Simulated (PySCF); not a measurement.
isopropylamine (C3H9N), SMILES CC(C)N.

The structure is a stationary point at B3LYP-D3(BJ)/def2-SVP. The values are those of a single conformer.

Computed with B3LYP-D3(BJ)/def2-SVP in PySCF.

Frequencies are harmonic and unscaled.

Computed harmonic wavenumbers and intensities:
```
mode  ν (cm⁻¹)  IR (km/mol)  moving atoms (share of kinetic energy)
----  --------  -----------  --------------------------------------
1          227          6.0                                  H 98 %
2          276          0.2                                  H 94 %
3          298         33.2                                  H 95 %
4          368          0.1                  C 46 %, H 43 %, N 11 %
5          409          7.8                  H 37 %, C 32 %, N 31 %
6          479         10.8                  H 43 %, C 41 %, N 16 %
7          828          6.9                  C 48 %, H 34 %, N 17 %
8          841        121.3                   H 76 %, N 16 %, C 8 %
9          927          0.1                          H 84 %, C 16 %
10         961          0.5                          H 69 %, C 30 %
11         998          1.8                  H 55 %, C 28 %, N 17 %
12        1039          1.3                          H 59 %, C 38 %
13        1160         18.2                   H 46 %, C 45 %, N 9 %
14        1201          7.8                          H 49 %, C 46 %
15        1260          0.1                          H 82 %, C 13 %
16        1369          0.0                          H 80 %, C 20 %
17        1375         18.0                          H 75 %, C 23 %
18        1402         19.6                          H 76 %, C 24 %
19        1411         15.9                          H 59 %, C 39 %
20        1459          0.1                                  H 96 %
21        1465          0.0                          H 89 %, C 10 %
22        1468          5.0                                  H 95 %
23        1484          3.1                                  H 94 %
24        1634         25.6                                  H 91 %
25        2907         92.3                                  H 92 %
26        3022         37.6                                  H 97 %
27        3026          4.5                                  H 97 %
28        3100         18.8                           H 91 %, C 9 %
29        3102         41.9                           H 91 %, C 9 %
30        3116          0.0                          H 90 %, C 10 %
31        3121         47.4                           H 91 %, C 9 %
32        3480          1.3                                  H 96 %
33        3556          0.0                           H 92 %, N 8 %
```
